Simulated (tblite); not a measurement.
Compound: C₄H₆F₃S (doublet state).
SMILES with atom numbers: `[CH3:1][S:2][C:3]([CH3:4])[C:5]([F:6])([F:7])[F:8]` (hydrogens: H9, H10, H11 on C1; H12, H13, H14 on C4)

Computed with GFN2-xTB (tblite), gas phase: L-BFGS steps from a force-field or distance-geometry start until the largest atomic force falls under 0.01 eV/Å.

Step 4: E = -789.4012 eV
```
atom  x, y, z in Å  |  force x, y, z in eV/Å
C1      2.3546   -0.1936    0.5072   -0.022  -0.066  -0.023
S2      1.0642    1.0926    0.3191    0.002   0.169  -0.049
C3     -0.5212    0.3979    0.4756    0.056  -0.186  -0.073
C4     -1.7193    1.2631    0.2812   -0.079   0.021  -0.018
C5     -0.6979   -1.0281    0.1774   -0.042  -0.368   0.018
F6     -0.0514   -1.8465    1.0367    0.189  -0.144   0.076
F7     -0.2386   -1.3869   -1.0581    0.102  -0.128  -0.051
F8     -1.9709   -1.4530    0.2083    0.005   0.147  -0.003
H9      2.0000   -1.1831    0.2428   -0.073   0.081   0.023
H10     2.7190   -0.1757    1.5319   -0.127  -0.030  -0.017
H11     3.1720    0.0748   -0.1637   -0.213   0.124   0.054
H12    -2.5759    0.6525   -0.0103    0.111   0.110  -0.017
H13    -1.5395    2.0081   -0.4901   -0.006   0.143  -0.008
H14    -1.9957    1.7774    1.1998    0.100   0.126   0.089
```

Step 5: E = -789.4105 eV
```
atom  x, y, z in Å  |  force x, y, z in eV/Å
C1      2.3489   -0.1919    0.5068    0.043  -0.096  -0.018
S2      1.0649    1.0968    0.3170   -0.057   0.119  -0.033
C3     -0.5178    0.3963    0.4801   -0.008  -0.192  -0.180
C4     -1.7173    1.2645    0.2816   -0.081  -0.003  -0.013
C5     -0.6949   -1.0323    0.1771   -0.034  -0.338   0.005
F6     -0.0475   -1.8535    1.0337    0.148  -0.110   0.093
F7     -0.2348   -1.4005   -1.0585    0.058  -0.038   0.006
F8     -1.9704   -1.4521    0.2087    0.060   0.148  -0.003
H9      1.9958   -1.1843    0.2443   -0.055   0.147   0.008
H10     2.7145   -0.1778    1.5323   -0.135  -0.014  -0.040
H11     3.1662    0.0822   -0.1637   -0.222   0.076   0.077
H12    -2.5760    0.6555   -0.0142    0.161   0.139   0.035
H13    -1.5429    2.0141   -0.4882    0.038   0.089   0.004
H14    -1.9892    1.7826    1.2008    0.083   0.075   0.061
```

**Question.** Estimate the geometry and energy of step 6. (The exact step hangs on the optimiser's Hessian estimate; all steps are aligned on step 5, rigid shifts and turns removed.)

**Answer.** E = -789.4233 eV, largest force 0.330 eV/Å
```
atom  x, y, z in Å  |  force x, y, z in eV/Å
C1      2.3407   -0.1903    0.5065    0.035  -0.038   0.002
S2      1.0642    1.1050    0.3132   -0.145  -0.029   0.005
C3     -0.5135    0.3902    0.4823   -0.069  -0.122  -0.299
C4     -1.7141    1.2670    0.2823    0.001  -0.014   0.005
C5     -0.6896   -1.0446    0.1767    0.026  -0.146  -0.008
F6     -0.0386   -1.8669    1.0312    0.044  -0.059   0.087
F7     -0.2280   -1.4222   -1.0587   -0.004   0.042   0.075
F8     -1.9692   -1.4480    0.2093    0.104   0.066   0.005
H9      1.9877   -1.1833    0.2463   -0.047   0.172  -0.036
H10     2.7048   -0.1813    1.5321   -0.120   0.010  -0.024
H11     3.1531    0.0950   -0.1624   -0.147   0.014   0.057
H12    -2.5736    0.6625   -0.0194    0.148   0.139   0.090
H13    -1.5471    2.0248   -0.4850    0.104  -0.011   0.037
H14    -1.9775    1.7918    1.2034    0.069  -0.024   0.005
```

The energy changes by -0.0128 eV. The first-order estimate −F·Δx gives -0.0193 eV and the mean of the old and new forces, exact on a quadratic surface, -0.0129 eV. The step makes an angle of 53° with the force vector and moves no atom by more than 0.023 Å.

The cost below is that of the whole relaxation. On one thread, Arm Neoverse V2 (aarch64), shared host with 96 logical CPUs at a one-minute load of 28, this took 0.49 s wall.
